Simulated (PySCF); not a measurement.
Highest harmonic wavenumber (cm⁻¹) of eight silicon and germanium compounds: PBE-D3(BJ) beside PBE0-D3(BJ), computed with PySCF for isolated molecules in the bases named; differences from unrounded values. The eight are the first of their class met in an unordered collection, after screening for sound electronic states; none was chosen by its value. Each level has its own optimised geometry.

| molecule | basis | PBE0-D3(BJ) | PBE-D3(BJ) | difference |
|---|---|---|---|---|
| GeCl2, SMILES [Ge]([Cl])[Cl] (connectivity only; charge and spin as stated), neutral, multiplicity 1 | def2-TZVP | 409 | 389 | -20 |
| GeF3Br, SMILES [F][Ge]([F])([F])[Br] | def2-SVP | 786 | 746 | -40 |
| C2H6GeO3, SMILES [C](=O)([GeH]([OH])[OH])C | def2-SVP | 3912 | 3732 | -180 |
| Si(F)2(Cl)(Me) (CH₃ClF₂Si), SMILES C[Si](F)(F)Cl | def2-SVP | 3185 | 3098 | -87 |
| Si(H)(PH2)3 (H7P3Si), SMILES P[SiH](P)P | def2-SVP | 2415 | 2326 | -89 |
| CH₃FO₂Si₂, SMILES [SiH2]1C(O[Si@@H]1F)=O | def2-SVP | 2307 | 2223 | -84 |
| CH9ClSi3, SMILES C[Si]([SiH3])([SiH3])Cl | def2-SVP | 3172 | 3085 | -87 |
| Ge(H)2(vinyl)(NH2) (C2H7GeN), SMILES C=[CH][GeH2][NH2] | def2-SVP | 3667 | 3522 | -145 |

PBE-D3(BJ) lies below PBE0-D3(BJ) in 8 and above it in 0 of the eight; the mean signed difference is -92 and the largest -180 cm⁻¹.
